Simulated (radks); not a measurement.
The numbers below are computed, except where a source is named.
Problem. Ionisation of neutral fluorine, [He] 2s2 2p5, to F+, [He] 2s2 2p4, under several functionals. Non-relativistic Kohn-Sham, spin-polarised, spherical densities, point nucleus; open shells are filled with parallel spins first; a radial shooting solver on a logarithmic mesh with Libxc functionals. Known Delta-SCF values: LDA (Slater exchange, Perdew-Wang correlation) 18.060 eV. What does revTPSS give, and what is its highest occupied eigenvalue?

Solution. 17.709 eV by Delta-SCF; the 2p eigenvalue is -10.182 eV. NIST: 17.423 eV (measured).
